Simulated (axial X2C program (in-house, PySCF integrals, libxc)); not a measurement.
MnSe⁻: properties at the nuclei

Computed with an axial X2C code built on PySCF integrals: two-component X2C with atomic mean-field Coulomb and Gaunt terms, Gaussian nuclei, basis Se dyall-acv3z, Mn dyall-acv3z with contracted cores.

R = 2.303 Å (near the PBE0 minimum at charge -1 of the determinant lowest at the starting distance; the state shown can have its own minimum elsewhere).

Input and command:
```json
{"zs": [34, 25], "q": -1, "bas": ["dyall-acv3z", "dyall-acv3z"], "r0": 2.12, "levels": ["PBE0", "HF", "PBE50", "LDA", "r2SCAN"], "nst": 3}
```
```bash
python soeom.py task.json out
```

Keys: zs atomic numbers; q charge; bas basis sets; r0 starting distance in Å; levels methods; nst determinants followed.

Determinant lowest in the PBE0 search, Ω = 3 (⟨Sz⟩ = 3.00, ⟨Lz⟩ = 0.00 at PBE0), spin on the atoms Se 0.08, Mn 2.92:

```tsv
level	Eeff magnitude (GV/cm)	Ws magnitude Se (kHz)	Ws magnitude Mn (kHz)	A∥/gI Se (MHz)	qzz Se (a.u.)	A∥/gI Mn (MHz)	qzz Mn (a.u.)
PBE0	0.849	0.0602	0.0781	16.6	0.10	286	-1.40
HF	0.418	0.00657	0.0779	1.43	-0.37	210	-1.60
PBE50	0.839	0.0496	0.085	16.5	0.13	259	-1.46
LDA	0.797	0.0597	0.0726	13.2	-0.11	346	-1.48
r2SCAN	0.929	0.0779	0.0732	20.6	-0.25	349	-1.44
```

Eeff is the effective electric field on the electron electric dipole moment in this Ω state and Ws the scalar–pseudoscalar constant of the nucleus named (defined with the proton number Z and per Ω); A∥ (defined per Ω) follows by multiplying with gI = μI/(I μN); qzz is the electric field gradient, eQq0 = 234.96 MHz × Q/barn × qzz. The operators were transformed with the bare-nucleus X2C matrices; with these basis sets, hyperfine constants and field gradients can be off by tens of per cent, and where levels differ in sign neither size nor sign is settled.

(1) With gI(55Mn) = 1.3813, Q(55Mn) = 0.33 barn (g factors from the IAEA table of nuclear moments by Stone; Q from Pyykkö, Mol. Phys. 2018), turn the PBE0 values of the first state into constants in MHz.

Each state is one determinant with collinear spin, which with several unpaired electrons need not be a pure state. Unrestricted Hartree–Fock can overshoot spin polarisation at the nuclei. For an anion, determinants above electron detachment, or with a positive highest level, are held by the basis set. This is the top spin component of a Σ state; components of lower Ω are not single determinants and can lie lower. With several open shells hyperfine constants can be off by a factor of several. Where Eeff spreads by more than a factor of two the levels disagree and none is to be relied on. Open-shell Ω = 0 determinants with evenly filled partner blocks cannot be reached by this program, so the Ω shown need not be the lowest component. States lie within half an eV, so the first need not be the ground state. The sign of Ws at Se differs between levels in the first state. Further determinants of the search, some of them spin-mixed, are not shown. Where a field gradient or hyperfine factor spreads by more than a factor of two over the levels, a constant derived from it is not to be relied on.

Results:

(1) A∥(55Mn) = 286 × 1.3813 = 395 MHz; eQq0(55Mn) = 234.96 × (0.33) × (-1.40) = -109 MHz.
